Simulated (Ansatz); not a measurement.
```xyz
5

C    -0.0063   -0.0479   -0.6762
N     0.0275   -0.1259    0.6835
H     0.0302    0.9156    1.1040
H     0.0020   -1.0252   -1.2173
H    -0.0718    0.8510   -1.2373
```

Basis set: STO-3G (spherical functions). Frozen core: 2 orbitals. Charge 0, multiplicity 1.

Computed with Ansatz (development build ahead of 0.2.0); each method stands on the lowest determinant of its kind that the runs found. Restricted open shells among the atoms or ions are ROHF, correlated in semicanonical orbitals with singles.

**Question.** Give the atomization energy at this shape (free ground-state atoms in the same class of orbitals less the molecule, no zero-point energy) of singlet CH3N by RHF-MP2, RHF.

**Answer.**

| method | atomization energy |
| --- | --- |
| RHF-MP2 | 1619.6 kJ/mol |
| RHF | 1281.1 kJ/mol |

This basis has no polarisation functions and is too small for such energies, which can lie far from measured ones in either direction.
